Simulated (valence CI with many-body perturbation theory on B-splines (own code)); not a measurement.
The numbers below are computed, except where a source is named.
## Pr²⁶⁺: what the settings do

Method: configuration interaction combined with many-body perturbation theory (CI+MBPT): five valence electrons over a frozen Dirac-Fock core [Ar] 3d10, radial functions for each j: 6 s, 6 p, 5 d, 3 f, 1 g, with the one-electron correlation potential Σ1 (screened to all orders), the two-electron term Σ2, the three-electron term Σ3, Breit, model QED; selected single and double excitations, second order for the rest, scaled by the run's own slope (own B-spline code, finite nucleus).

The last digits are not significant, and no measured levels were compared; by estimate large intervals hold to a few tenths of a per cent, small ones and those within an open d or f shell to about a per cent. Among the levels kept, up to 410 cm⁻¹ of a level comes from second order outside the variational space, and about a tenth of that is noise between levels of different J, which matters for small intervals.

The reference run has the lowest level (4s^2 4p1/2^2 4p3/2) J=3/2 and an ionisation energy of 920.936 eV. Its largest variational space holds 10000 state functions.

Levels are named by their leading jj configuration (3d3/2^4 stands for four electrons in 3d with j = 3/2), which in mixed levels can hold well under half, so a name can repeat and another be missing.

Changed runs:
A. scale of Σ1 1 → 0; scale of Σ2 1 → 0; three-electron term on → off
B. orbitals per symmetry with explicit Σ2 and valence Breit (the others get mean screening factors) 5 → 1
C. orbitals per symmetry with explicit Σ2 and valence Breit (the others get mean screening factors) 5 → 7
D. box radius (bohr) 4.2447 → 0.72 (bad on purpose)

Excitation energies of the reference run in cm⁻¹, and shifts in cm⁻¹:

| Level | Reference | A | B | C |
| --- | --- | --- | --- | --- |
| (4s^2 4p1/2 4p3/2^2) J=3/2 | 188915 | -2244 | +36 | -1.5 |
| (4s^2 4p1/2 4p3/2^2) J=5/2 | 219347 | -1695 | +41 | -2.0 |
| (4s^2 4p1/2 4p3/2^2) J=1/2 | 258118 | -885 | +46 | -3.0 |
| (4s^2 4p3/2^3) J=3/2 | 450945 | -3245 | +82 | -3.9 |
| (4s 4p1/2^2 4p3/2^2) J=5/2 | 678773 | -3183 | +36 | -1.5 |
| (4s 4p1/2^2 4p3/2^2) J=3/2 | 752066 | -1080 | +21 | -2.1 |
| (4s 4p1/2^2 4p3/2^2) J=1/2 | 764864 | -1090 | +33 | -2.4 |
| (4s^2 4p1/2^2 4d3/2) J=3/2 | 839154 | +938 | +5.5 | -3.7 |
| (4s 4p1/2 4p3/2^3) J=3/2 | 898082 | -3361 | +60 | -3.6 |
| (4s^2 4p1/2^2 4d5/2) J=5/2 | 899984 | +1906 | +6.9 | -4.0 |
| (4s 4p1/2 4p3/2^3) J=5/2 | 934049 | -3493 | +64 | -3.5 |
| (4s 4p1/2 4p3/2^3) J=1/2 | 972273 | -1316 | +44 | -4.2 |
| Ionisation energy (eV) | 920.936 | -1.194 | +0.046 | -0.0013 |

Run D: It gave no result. The program said: "need at least one array to concatenate".
